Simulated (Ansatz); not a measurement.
The molecule NiSn, closed-shell singlet (lowest of 2S+1 = 1, 3, 5 at CCSD(T)/def2-TZVPP on PBE0 minima; our sources give no spin for the ground state, which may be another). No spin–orbit coupling. Ni is treated without relativity. The T1 diagnostic near the minimum is 0.070, so single-reference values are doubtful.

The constants come from a fifth-degree fit in 1/R (seven points, main isotopes). In def2 and cc sets the state is the lowest found near the PBE0 minimum, followed along R. The singlet is held restricted.

The values were computed with Ansatz (an electronic-structure program) with Gaussian orbitals.  In def2 rows elements past Kr take small-core potentials, without spin–orbit coupling.

Energies at B97M-V/def2-TZVPP:

| R (Å) | E (hartree) |
|---|---|
| 2.116717 | -1722.26801343 |
| 2.173618 | -1722.27410938 |
| 2.225967 | -1722.27745421 |
| 2.285144 | -1722.27915333 |
| 2.344321 | -1722.27910492 |
| 2.412602 | -1722.27738102 |
| 2.492264 | -1722.27370277 |

Q: With a reduced mass of 39.0614 u, find the minimum, the force constant and the constants.

A: A fifth-degree polynomial in 1/R puts the minimum at r_e = 2.3123 Å with force constant 193 N/m. Then ω_e = (1/2πc)√(k/μ) = 290 cm⁻¹ and B_e = h/(8π²cμr_e²) = 0.08072 cm⁻¹; the cubic and quartic terms give α_e = 0.00031 and ω_e x_e = 0.77 cm⁻¹.
